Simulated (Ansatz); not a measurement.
Program: Ansatz. Geometries: PBE0-D4/def2-TZVP. ΔE: electronic, gas phase. CBS: MP2 limit from def2 TZ/QZ plus the TZ coupled-cluster correction, frozen cores. This one scheme is used for every species. Functionals use def2-TZVPP. B3LYP here is the variant with VWN-RPA as its local correlation; programs differ in this. Elements past krypton have def2 core potentials. For In outer-core shells are correlated without core-valence functions, which leaves a few kJ/mol of doubt a bond. Each species was taken in one conformer, which may not be the lowest.

Reaction (silylene formation by 1,1-elimination): `[OH][In-]([OH])([OH])[OH+][SiH3]` → `[OH][In-]([OH])([OH])[OH2+]` + `[SiH2]`

```json
{"level": "PBE-D4", "ΔE (kJ/mol)": "313.4", "difference from CCSD(T)/CBS": "-8.8"}
{"level": "r2SCAN-D4", "ΔE (kJ/mol)": "338.8", "difference from CCSD(T)/CBS": "16.6"}
{"level": "PBE0-D4", "ΔE (kJ/mol)": "324.9", "difference from CCSD(T)/CBS": "2.7"}
{"level": "B3LYP-D4", "ΔE (kJ/mol)": "320.1", "difference from CCSD(T)/CBS": "-2.1"}
{"level": "ωB97X-V", "ΔE (kJ/mol)": "331.3", "difference from CCSD(T)/CBS": "9.1"}
{"level": "ωB97M-V", "ΔE (kJ/mol)": "316.1", "difference from CCSD(T)/CBS": "-6.1"}
{"level": "B2PLYP", "ΔE (kJ/mol)": "319.9", "difference from CCSD(T)/CBS": "-2.3"}
{"level": "PBE", "ΔE (kJ/mol)": "305.2", "difference from CCSD(T)/CBS": "-17.0"}
{"level": "r2SCAN", "ΔE (kJ/mol)": "336.4", "difference from CCSD(T)/CBS": "14.2"}
{"level": "PBE0", "ΔE (kJ/mol)": "317.4", "difference from CCSD(T)/CBS": "-4.8"}
{"level": "B3LYP", "ΔE (kJ/mol)": "307.1", "difference from CCSD(T)/CBS": "-15.1"}
{"level": "HF/def2-TZVPP", "ΔE (kJ/mol)": "317.0", "difference from CCSD(T)/CBS": "-5.2"}
{"level": "MP2/def2-TZVPP", "ΔE (kJ/mol)": "336.9", "difference from CCSD(T)/CBS": "14.7"}
{"level": "SCS-MP2/def2-TZVPP", "ΔE (kJ/mol)": "328.3", "difference from CCSD(T)/CBS": "6.1"}
{"level": "CCSD/def2-TZVPP", "ΔE (kJ/mol)": "313.4", "difference from CCSD(T)/CBS": "-8.8"}
{"level": "CCSD(T)/def2-TZVPP", "ΔE (kJ/mol)": "316.2", "difference from CCSD(T)/CBS": "-6.0"}
{"level": "HF/def2-QZVPP", "ΔE (kJ/mol)": "319.1", "difference from CCSD(T)/CBS": "-3.1"}
{"level": "MP2/def2-QZVPP", "ΔE (kJ/mol)": "341.0", "difference from CCSD(T)/CBS": "18.8"}
{"level": "SCS-MP2/def2-QZVPP", "ΔE (kJ/mol)": "332.6", "difference from CCSD(T)/CBS": "10.4"}
{"level": "HF/CBS(def2)", "ΔE (kJ/mol)": "319.3", "difference from CCSD(T)/CBS": "-2.9"}
{"level": "MP2/CBS(def2)", "ΔE (kJ/mol)": "342.9", "difference from CCSD(T)/CBS": "20.7"}
{"level": "CCSD/CBS(def2)", "ΔE (kJ/mol)": "319.5", "difference from CCSD(T)/CBS": "-2.7"}
{"level": "CCSD(T)/CBS", "ΔE (kJ/mol)": "322.2", "difference from CCSD(T)/CBS": "0"}
```

Largest T1 diagnostic among the species: 0.015.

The D4 term adds +13.1 kJ/mol with B3LYP and +7.4 kJ/mol with PBE0; it sums over pairs of atoms, weighted by their polarisabilities, and B3LYP, whose exchange is more repulsive, gets the larger term. From PBE to PBE0 (25 % exact exchange), in def2-TZVPP and without D4, ΔE moves by +12.2 kJ/mol.
